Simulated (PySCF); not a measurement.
Isomers of C2H11FSSi3, one GFN2-xTB conformer each. Single-point energies are computed at PBE0/pcSseg-1 (PySCF, gas phase, no added dispersion term), electronic only.

```json
{"SMILES": "FCC[SiH2][SiH2]S[SiH3]", "GFN2-xTB relative energy (kcal/mol)": "16.0"}
{"SMILES": "CS[Si@H](C[SiH3])[SiH2]F", "GFN2-xTB relative energy (kcal/mol)": "0.0"}
{"SMILES": "C[C@@H](F)[SiH2][Si@H]([SiH3])S", "GFN2-xTB relative energy (kcal/mol)": "43.8"}
```

Conformers: `[F:1][CH2:2][CH2:3][SiH2:4][SiH2:5][S:6][SiH3:7]` with F1–C2–C3–Si4 58°, C2–C3–Si4–Si5 -62°, C3–Si4–Si5–S6 -162°, Si4–Si5–S6–Si7 -67°; `[CH3:1][S:2][Si@H:3]([CH2:4][SiH3:5])[SiH2:6][F:7]` with C1–S2–Si3–C4 -62°, S2–Si3–C4–Si5 172°, S2–Si3–Si6–F7 -176°; `[CH3:1][C@@H:2]([F:3])[SiH2:4][Si@H:5]([SiH3:6])[SH:7]` with C1–C2–Si4–Si5 -151°, C2–Si4–Si5–Si6 -35°, Si4–Si5–S7–H -174°.

Problem. What does PBE0/pcSseg-1 give for the same structures?

Solution. 
| SMILES | PBE0/pcSseg-1 E (Eh) | PBE0/pcSseg-1 (kcal/mol) | GFN2-xTB (kcal/mol) | point group |
| --- | --- | --- | --- | --- |
| CS[Si@H](C[SiH3])[SiH2]F | -1448.65080 | 0.0 | 0.0 | C1 |
| FCC[SiH2][SiH2]S[SiH3] | -1448.61133 | 24.8 | 16.0 | C1 |
| C[C@@H](F)[SiH2][Si@H]([SiH3])S | -1448.58839 | 39.2 | 43.8 | C1 |

Both levels put the same isomer lowest; measured from each level's own lowest isomer, the values differ by up to 8.8 kcal/mol (FCC[SiH2][SiH2]S[SiH3]: 16.0 against 24.8). As drawn, the lowest has an Si–F bond, which the highest lacks; the highest has an S–H bond, which the lowest lacks.

Problem. Which frontier levels, dipoles and rotational constants go with these structures?

Solution. 
```csv
SMILES,"HOMO (eV, PBE0/pcSseg-1)",LUMO (eV),dipole (D),"A, B, C (MHz)"
CS[Si@H](C[SiH3])[SiH2]F,-6.88,-1.10,1.99,"1234, 807.2, 515.4"
FCC[SiH2][SiH2]S[SiH3],-7.00,-0.54,3.32,"2342, 508.5, 484.8"
C[C@@H](F)[SiH2][Si@H]([SiH3])S,-7.11,-0.96,1.36,"1591, 694.2, 515.3"
```
